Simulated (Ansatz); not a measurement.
Ideal-gas functions of `[OH][Ti]([OH])([OH])[Br]` at 800 K and 1 bar, from an Ansatz frequency run at PBE0-D4/def2-TZVP.

Molar mass 178.79 g/mol, point group C1 (symmetry number 1), electronic degeneracy 1, moments of inertia 153.591, 402.286, 405.205 u Å². Harmonic wavenumbers (cm⁻¹, unscaled): 123, 126, 156, 174, 194, 215, 250, 265, 344, 379, 417, 479, 753, 802, 816, 3912, 3930, 3940.

Use S(trans) = R[1.5 ln M + 2.5 ln T − 1.1517]; rotational temperatures θ = 24.2544 K / I; S(rot) = R[ln(√π/σ · √(T³/θAθBθC)) + 1.5]; for each mode x = 1.438777 ν̃/T, S = R[x/(eˣ − 1) − ln(1 − e⁻ˣ)] and H = RT x/(eˣ − 1); 1 cm⁻¹ = 0.0119627 kJ/mol; R = 8.31446 J/(mol·K).

Q: By hand: the entropy, in J/(mol·K).

A: Translation 194.1. Rotation: θ = 0.1579, 0.0603, 0.0599 K, giving 131.7. Vibration, mode by mode: 20.87, 20.68, 18.91, 18.01, 17.11, 16.27, 15.03, 14.55, 12.44, 11.66, 10.90, 9.81, 6.40, 5.95, 5.83, 0.06, 0.06, 0.06, in all 204.6. Electronic 0.0. Sum 530.4 J/(mol·K).

Q: By hand: H − E and G − E in kJ/mol, counted from the electronic energy.

A: Zero-point energy ½ × 17275 × 0.0119627 = 103.3; thermal vibration 72.0; translation, rotation and pV give 4 RT = 26.6. H − E = 201.9 kJ/mol, and G − E = 201.9 − 800 × 530.4/1000 = -222.4 kJ/mol.

Vibration gives 39 % of the entropy, 41.6 J/(mol·K) of it from the modes under 150 cm⁻¹: soft modes count most, and the harmonic formula is weakest for them. The sum counts one conformer and one mirror image; others add a mixing term.
